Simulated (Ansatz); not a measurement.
Basis sets compared for B₈Sb₈. The state is a singlet with charge 0. Geometry PBE-D4/def2-SVP. Ansatz on 2 threads of AMD EPYC 7R13 on a shared host and a share (18 GiB) of an NVIDIA H100 80GB HBM3; times are rough, and most runs start from earlier orbitals.

```xyz
16

B     0.017   -0.872   -1.292
B    -1.181   -1.914    0.389
B     0.186   -2.893    0.951
B    -0.270    2.749   -1.759
B     0.667    2.277   -0.596
B     0.622    0.830    2.649
B    -1.117   -0.418   -0.181
B     0.498   -1.374    0.450
Sb   -1.682    1.721    0.004
Sb   -1.642    1.851   -3.153
Sb   -1.509   -4.147    0.451
Sb    0.982    0.753   -2.547
Sb    0.686   -3.048   -1.379
Sb    2.013    2.407    1.161
Sb   -0.347    2.638    2.972
Sb    2.078   -0.560    1.880
```

In the def2 sets Sb takes a core potential; there is no spin–orbit coupling. Single mean-field runs in def2-TZVP are fitted with def2-universal-jkfit. The restricted singlet is unstable towards broken spin symmetry in Hartree–Fock (as tested in another run); at PBE-D4/def2-TZVP, PBE0-D4/def2-SVP, PBE0-D4/def2-TZVP this wasn't settled. Another isomer (singlet) lies 3.32 eV lower at PBE0-D4/def2-TZVP; other spin states weren't run for this one.

Binding counts from free atoms (B doublet, Sb quartet) in the same basis, without a counterpoise term.

```
           level  functions  energy (Eh)  HOMO (eV)  LUMO (eV)  binding per atom (eV)  wall time
 PBE-D4/def2-SVP        320   -2120.5029      -4.68      -3.66                   3.80       15 s
PBE0-D4/def2-SVP        320   -2120.5893      -5.31      -3.27                   3.62       16 s
```

Problem. Estimate the rows for PBE-D4/def2-TZVP (with forces), PBE0-D4/def2-TZVP.

Solution. 
```
                         level  functions  energy (Eh)  HOMO (eV)  LUMO (eV)  binding per atom (eV)  wall time
PBE-D4/def2-TZVP (with forces)        648   -2120.7644      -4.72      -3.70                   3.78       17 s
             PBE0-D4/def2-TZVP        648   -2120.8462      -5.31      -3.28                   3.60       14 s
```
